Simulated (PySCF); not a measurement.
Tl+: interval between two levels

Tl+ [Xe] 4f14 5d10 6s2 → Tl+ [Xe] 4f14 5d9 6s2 7s1 [3D3, M_J = 3], as a difference of total energies. Computed with PySCF 2.14 in x2c-SVPall-2c with one added diffuse shell each of s, p type (8s12p7d2f, 93 functions), with the two-component X2C-1e Hamiltonian. Correlated levels: [Kr] 4d10 4f14 frozen; the 22 highest virtual spinors dropped. "Screened" scales the spin-orbit matrix elements by Boettger's factors to mimic the two-electron term; Breit and QED terms are absent.

| method | interval between two levels (cm⁻¹) |
| --- | --- |
| GHF (spin-free) | 171840 |
| GMP2 (spin-free) | 175870 |
| GHF (screened spin-orbit) | 164650 |
| GMP2 (screened spin-orbit) | 168350 |

The labels give the starting determinants; with spin-orbit coupling the two ends relaxed to ⟨J²⟩ = 0.00, ⟨L²⟩ = 0.18, ⟨S²⟩ = 0.18 and ⟨J²⟩ = 12.00, ⟨L²⟩ = 6.18, ⟨S²⟩ = 2.18.

The promoted electron is Rydberg-like, and one or two diffuse shells describe it only roughly, which tends to raise the upper state.
